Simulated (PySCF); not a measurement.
# Which element holds H most strongly?

PBE0 in PySCF with def2-TZVPPD on every atom (core potentials on Mo, Sn), for the lowest determinant that a PBE0 search found; no spin–orbit coupling. D0 is De less the harmonic zero-point energy.

```json
{"M": "B", "state (unpaired electrons)": "singlet (closed shell)", "Re (Å)": "1.240", "ωe (cm⁻¹)": "2330", "D0(MH) (eV)": "3.35"}
{"M": "Sn", "state (unpaired electrons)": "doublet (π ↑)", "Re (Å)": "1.778", "ωe (cm⁻¹)": "1713", "D0(MH) (eV)": "2.50"}
{"M": "As", "state (unpaired electrons)": "triplet (π ↑↑)", "Re (Å)": "1.531", "ωe (cm⁻¹)": "2174", "D0(MH) (eV)": "2.77"}
{"M": "Mo", "state (unpaired electrons)": "sextet (σ ↑, π ↑↑, δ ↑↑)", "Re (Å)": "1.715", "ωe (cm⁻¹)": "1774", "D0(MH) (eV)": "2.27"}
{"M": "Zn", "state (unpaired electrons)": "doublet (σ ↑)", "Re (Å)": "1.611", "ωe (cm⁻¹)": "1565", "D0(MH) (eV)": "0.96"}
{"M": "Cu", "state (unpaired electrons)": "singlet (closed shell)", "Re (Å)": "1.482", "ωe (cm⁻¹)": "1882", "D0(MH) (eV)": "2.46"}
{"M": "P", "state (unpaired electrons)": "triplet (π ↑↑)", "Re (Å)": "1.427", "ωe (cm⁻¹)": "2375", "D0(MH) (eV)": "3.07"}
```

Q: Order the elements by D0 and give the energy of AsH + Sn → SnH + As.

A: B > P > As > Sn > Cu > Mo > Zn; ΔE = 2.77 − 2.50 = +0.27 eV at PBE0/def2-TZVPPD. Close neighbours can swap at other levels.

The metal atom is held in its measured ground configuration; semilocal functionals can put another filling of s and d lower by some tenths of an eV, and De to that atom would be smaller. These are scalar-relativistic numbers at best; spin–orbit coupling would shift them, the dissociation energy most. States were picked by a PBE0 search and need not be the measured ground states.
